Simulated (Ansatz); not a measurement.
Geometry optimisation, RHF/def2-SVP in Ansatz.

input.yaml

```yaml
crystal:
  periodic: [false, false, false]
  atoms:
    - { symbol: B, position_ang: [-0.107687, 0.598901, -0.168251] }
    - { symbol: O, position_ang: [-0.213703, -0.37333, 2.256448] }
    - { symbol: H, position_ang: [-1.102931, -0.621366, 2.465677] }
    - { symbol: F, position_ang: [1.025793, -0.024753, -0.419354] }
    - { symbol: O, position_ang: [-1.285664, 0.097544, -0.5545] }
    - { symbol: H, position_ang: [-1.246203, -0.782993, -0.90001] }
    - { symbol: S, position_ang: [-0.07225, 2.332955, 0.526516] }
    - { symbol: H, position_ang: [1.251818, 2.378398, 0.695303] }
    - { symbol: H, position_ang: [-0.165673, 0.576245, 2.447372] }
basis:
  gaussian: { orbitals: def2-SVP }
hamiltonian:
  xc: hf
relax:
  f_tol: 0.03
  max_steps: 50
output:
  orbitals: {}
```

Run as:

```bash
$ ansatz run input.yaml --threads 1 --pin off --max-ram 2048MiB --backend cpu --events-out ev --progress --plain --runs-dir out
```

Question: Where does it end, and by what steps?

Answer: The run converged. After 11 steps the energy has fallen by 0.077 eV; H9 moved furthest, 0.48 Å.

```json
{"step": "0", "energy less start (eV)": "0.0000", "largest force component (eV/Å)": "1.295", "accepted": "yes"}
{"step": "1", "energy less start (eV)": "-0.0506", "largest force component (eV/Å)": "0.672", "accepted": "yes"}
{"step": "2", "energy less start (eV)": "-0.0628", "largest force component (eV/Å)": "0.642", "accepted": "yes"}
{"step": "3", "energy less start (eV)": "-0.0680", "largest force component (eV/Å)": "0.481", "accepted": "yes"}
{"step": "4", "energy less start (eV)": "-0.0709", "largest force component (eV/Å)": "0.422", "accepted": "yes"}
{"step": "5", "energy less start (eV)": "-0.0751", "largest force component (eV/Å)": "0.147", "accepted": "yes"}
{"step": "6", "energy less start (eV)": "-0.0753", "largest force component (eV/Å)": "0.223", "accepted": "yes"}
{"step": "7", "energy less start (eV)": "-0.0769", "largest force component (eV/Å)": "0.032", "accepted": "yes"}
{"step": "8", "energy less start (eV)": "-0.0273", "largest force component (eV/Å)": "1.414", "accepted": "no"}
{"step": "9", "energy less start (eV)": "-0.0773", "largest force component (eV/Å)": "0.037", "accepted": "yes"}
{"step": "10", "energy less start (eV)": "-0.0772", "largest force component (eV/Å)": "0.049", "accepted": "no"}
{"step": "11", "energy less start (eV)": "-0.0773", "largest force component (eV/Å)": "0.020", "accepted": "yes"}
```

```xyz
9
Properties=species:S:1:pos:R:3
B -0.074 0.675 -0.235
O -0.334 -0.549 2.421
H -1.267 -0.475 2.282
F 1.061 0.066 -0.523
O -1.250 0.084 -0.474
H -1.176 -0.806 -0.786
S -0.060 2.387 0.408
H 1.267 2.526 0.440
H -0.083 0.273 2.816
```

Whether the end is a true minimum wasn't checked by a vibrational analysis.

Run time: 15 s on 1 thread of Intel(R) Xeon(R) 6975P-C (Granite Rapids), on a shared host, peak memory 0.19 GiB.
